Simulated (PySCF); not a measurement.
**Static response to an electric field**

C6H8S2.
SMILES with atom numbers: `[CH:1]#[C:2][C@H:3]1[CH2:4][CH2:5][S:6][S:7][CH2:8]1` (hydrogens: H9 on C1; H10 on C3; H11, H12 on C4; H13, H14 on C5; H15, H16 on C8)

Structure used (PBE0-D3(BJ)/def2-SVP), in Å, numbered top down from 1:
```
atom  x, y, z in Å
C1     2.3456    1.7298   -0.3723
C2     1.4670    1.0203    0.0656
C3     0.4149    0.1445    0.5749
C4    -0.9449    0.5264   -0.0397
C5    -2.1309   -0.2637    0.4943
S6    -2.0403   -2.0347    0.0932
S7    -0.3215   -2.4800    1.1617
C8     0.8087   -1.3226    0.3419
H9     3.1246    2.3627   -0.7544
H10    0.3496    0.2912    1.6689
H11   -1.1167    1.5980    0.1520
H12   -0.8870    0.4041   -1.1338
H13   -3.0647    0.0909    0.0289
H14   -2.2361   -0.1579    1.5858
H15    0.8535   -1.5535   -0.7338
H16    1.8013   -1.5194    0.7764
```

Level: CAM-B3LYP/def2-SVPD (PySCF), static field, nuclei fixed, core orbitals frozen in the response. The polarisability tensor in these axes (au):

```
x   121.91  15.30  -1.63
y    15.30 113.87  -9.68
z    -1.63  -9.68  87.02
```

Give the principal values, the mean and the anisotropy Δα = √{½[(α1 − α2)² + (α2 − α3)² + (α1 − α3)²]}.

Principal values 83.58, 104.39 and 134.82 au; mean 107.60 au = 15.94 Å³ = 17.74 × 10⁻⁴⁰ C²·m²/J; Δα = 44.64 au (41 % of the mean).

What is the dipole moment, and where does it point?

(0.36, 2.14, -0.22) D, 2.18 D in size, pointing from the negative to the positive side. Measured along this direction, the outermost atoms are S7 at the negative end and H9 at the positive end.

Find the Langevin capture rate constant for O2+ (31.990 u) meeting this molecule (144.007 u), k = 2.342 × 10⁻⁹ cm³/s × √(α in Å³ / reduced mass in u).

The reduced mass is 26.18 u, so k = 1.83 × 10⁻⁹ cm³/s. The formula leaves out the permanent dipole, which adds to the capture rate.

Along which axes do the principal values lie, and how far do the nuclei extend along each?

Largest value along (0.76, 0.63, -0.15), where the nuclei span 6.83 Å; middle along (-0.64, 0.70, -0.33), 4.47 Å; least along (-0.10, 0.35, 0.93), 2.95 Å. The response follows the extents in order.

Give the eigenvalues of the traceless quadrupole moment Θ = ½Σq(3rr − r²1), origin at the centre of nuclear charge.

-5.09, -1.76, 6.84 D·Å. The values depend on the origin, since the dipole doesn't vanish. The electronic extent ⟨r²⟩ about the same centre is 1444 bohr², a root-mean-square distance of 2.31 Å for the 76 electrons.

What would n − 1 = 2πNα be for an ideal gas of these molecules at 273.15 K and 1 atm, electronic part alone?

N = p/kT = 2.6868 × 10¹⁹ cm⁻³, so n − 1 = 2π × N × 15.94 × 10⁻²⁴ cm³ = 2692 × 10⁻⁶ at long wavelengths, for an ideal gas.

The structure is a single PBE0-D3(BJ)/def2-SVP conformer in the gas phase; no vibrational or solvent corrections.
